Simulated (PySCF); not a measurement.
From computed data to an observable: oscillator strength and radiative lifetime

Ge(H)(F)2(Me) (CH4F2Ge), SMILES [CH3][GeH]([F])[F].

Geometry optimised at B3LYP-D3(BJ)/def2-SVP.

TDDFT-PBE/def2-SVPD run with PySCF puts the first singlet state with f over 0.02 at 7.72 eV (vertical), with the transition dipole (-0.339, -0.298, 0.000) in atomic units.

### Question
Find the oscillator strength, the wavelength and the radiative lifetime that this transition would have in vacuum if emission retraced absorption.

### Answer

|μ|² = 0.2037 au, so |μ| = 1.15 D. ΔE = 7.72/27.211 = 0.2837 hartree. f = (2/3) ΔE |μ|² = 0.039 (the program prints 0.039).
λ = 1239.84/7.72 = 161 nm; ν = 62266 cm⁻¹.
Einstein's coefficient A = 0.6670 ν² f s⁻¹ (ν in cm⁻¹) = 1.0e8 s⁻¹, so τ = 1/A = 10 ns. This state is S2; the lower singlet has f = 0.001. The figure is the radiative limit of this one transition; relaxation, internal conversion, crossing to triplets and a medium change what is measured.
